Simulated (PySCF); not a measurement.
# Spinor energies of I(4+) (iodine, charge +4)

Start: [Kr] 4d10 5s2 5p1; 5p1/2 filled at m_j = +1/2. Calculated with PySCF 2.14 in x2c-SVPall-2c: generalised Hartree-Fock with the X2C-1e Hamiltonian and a Gaussian nucleus; one run each with spin-orbit coupling (SO) switched off, then screened by Boettger's factors.

```json
{"spinor shell": "1s1/2", "electrons": "2", "ε, spin-free (eV)": "-33377.0", "ε, screened SO (eV)": "-33373.3", "weight of nominal j (screened SO)": "1.000", "rms radius, screened SO (bohr)": "0.0312"}
{"spinor shell": "2s1/2", "electrons": "2", "ε, spin-free (eV)": "-5295.9", "ε, screened SO (eV)": "-5294.7", "weight of nominal j (screened SO)": "1.000", "rms radius, screened SO (bohr)": "0.127"}
{"spinor shell": "2p1/2", "electrons": "2", "ε, spin-free (eV)": "-4752.5", "ε, screened SO (eV)": "-4960.4", "weight of nominal j (screened SO)": "1.000", "rms radius, screened SO (bohr)": "0.109"}
{"spinor shell": "2p3/2", "electrons": "4", "ε, spin-free (eV)": "-4752.5", "ε, screened SO (eV)": "-4658.4", "weight of nominal j (screened SO)": "1.000", "rms radius, screened SO (bohr)": "0.115"}
{"spinor shell": "3s1/2", "electrons": "2", "ε, spin-free (eV)": "-1149.1", "ε, screened SO (eV)": "-1148.7", "weight of nominal j (screened SO)": "1.000", "rms radius, screened SO (bohr)": "0.334"}
{"spinor shell": "3p1/2", "electrons": "2", "ε, spin-free (eV)": "-968.55", "ε, screened SO (eV)": "-1008.7", "weight of nominal j (screened SO)": "1.000", "rms radius, screened SO (bohr)": "0.327"}
{"spinor shell": "3p3/2", "electrons": "4", "ε, spin-free (eV)": "-968.55", "ε, screened SO (eV)": "-950.02", "weight of nominal j (screened SO)": "1.000", "rms radius, screened SO (bohr)": "0.338"}
{"spinor shell": "3d3/2", "electrons": "4", "ε, spin-free (eV)": "-698.44", "ε, screened SO (eV)": "-705.29", "weight of nominal j (screened SO)": "1.000", "rms radius, screened SO (bohr)": "0.311"}
{"spinor shell": "3d5/2", "electrons": "6", "ε, spin-free (eV)": "-698.44", "ε, screened SO (eV)": "-693.31", "weight of nominal j (screened SO)": "1.000", "rms radius, screened SO (bohr)": "0.314"}
{"spinor shell": "4s1/2", "electrons": "2", "ε, spin-free (eV)": "-257.07", "ε, screened SO (eV)": "-256.83", "weight of nominal j (screened SO)": "1.000", "rms radius, screened SO (bohr)": "0.787"}
{"spinor shell": "4p1/2", "electrons": "2", "ε, spin-free (eV)": "-197.67", "ε, screened SO (eV)": "-205.51", "weight of nominal j (screened SO)": "1.000", "rms radius, screened SO (bohr)": "0.827"}
{"spinor shell": "4p3/2", "electrons": "4", "ε, spin-free (eV)": "-197.67", "ε, screened SO (eV)": "-193.82", "weight of nominal j (screened SO)": "1.000", "rms radius, screened SO (bohr)": "0.852"}
{"spinor shell": "4d3/2", "electrons": "4", "ε, spin-free (eV)": "-108.17", "ε, screened SO (eV)": "-109.09", "weight of nominal j (screened SO)": "1.000", "rms radius, screened SO (bohr)": "0.987"}
{"spinor shell": "4d5/2", "electrons": "6", "ε, spin-free (eV)": "-108.17", "ε, screened SO (eV)": "-107.24", "weight of nominal j (screened SO)": "1.000", "rms radius, screened SO (bohr)": "0.989"}
{"spinor shell": "5s1/2", "electrons": "2", "ε, spin-free (eV)": "-61.772", "ε, screened SO (eV)": "-61.675", "weight of nominal j (screened SO)": "0.998", "rms radius, screened SO (bohr)": "1.94"}
{"spinor shell": "5p1/2", "electrons": "1", "ε, spin-free (eV)": "-50.086", "ε, screened SO (eV)": "-51.148", "weight of nominal j (screened SO)": "0.999", "rms radius, screened SO (bohr)": "2.14"}
```

```csv
quantity,spin-free,screened SO
E (hartree),-7107.36539,-7109.49098
M_J,1/2,1/2
⟨J²⟩,1.055,0.760
⟨L²⟩,2.023,2.038
⟨S²⟩,0.758,0.775
```

Each row is a mean over spinors that exchange with the open shell spreads, by up to 0.799 eV (5s1/2).

Breit and QED terms are absent; they matter most for the inner s and p1/2 levels.

Densities and radii are taken from the X2C orbitals without a picture-change correction, which distorts them close to the nucleus.

Without spin-orbit coupling the j labels of p, d and f shells carry no meaning; the spin-free column gives the mean over the occupied spinors of each nl shell, and its ⟨J²⟩ belongs to a mixture of degenerate components.
